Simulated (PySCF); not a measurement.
Breaking a bond: MgH, doublet.

Levels of theory: ROKS-TPSSh = restricted open-shell TPSSh/6-31G (PySCF); ROKS-r2SCAN = restricted open-shell r2SCAN/6-31G (PySCF); UKS-TPSSh = unrestricted TPSSh/6-31G in PySCF 2.14.0.

Magnitude of the dipole moment (D; its direction can reverse along the curve, and a method can change to another solution) and Mulliken charge of the fragment that holds Mg1:

```tsv
R / Å	μ ROKS-TPSSh	q ROKS-TPSSh	μ ROKS-r2SCAN	q ROKS-r2SCAN	μ UKS-TPSSh	q UKS-TPSSh
1.31	0.30	0.31	0.38	0.28	0.29	0.31
1.40	0.48	0.30	0.56	0.27	0.46	0.30
1.48	0.64	0.29	0.73	0.26	0.62	0.28
1.59	0.87	0.27	0.96	0.25	0.84	0.27
1.62	0.93	0.27	1.03	0.25	0.91	0.27
1.69	1.09	0.27	1.18	0.24	1.05	0.26
1.74	1.20	0.26	1.29	0.24	1.16	0.26
1.80	1.33	0.26	1.43	0.24	1.28	0.25
1.84	1.42	0.25	1.52	0.23	1.36	0.25
1.91	1.57	0.25	1.67	0.23	1.51	0.24
2.00	1.77	0.24	1.86	0.22	1.67	0.23
2.17	2.12	0.23	2.19	0.21	1.94	0.21
2.33	2.38	0.21	2.42	0.20	2.07	0.19
2.63	2.04	0.15	2.17	0.15	1.88	0.13
2.86	1.33	0.08	1.36	0.08	1.64	0.09
3.11	1.17	0.06	1.03	0.05	1.44	0.07
3.49	1.08	0.05	0.72	0.02	1.24	0.05
3.88	1.00	0.04	0.41	0.01	1.09	0.04
4.29	0.05	-0.01	0.12	0.00	0.98	0.04
4.73	0.04	0.00	0.02	0.00	0.90	0.03
5.25	0.02	0.00	0.00	0.00	0.86	0.03
6.11	0.01	0.00	0.00	0.00	0.01	0.00
6.91	0.00	0.00	0.00	0.00	0.00	0.00
```
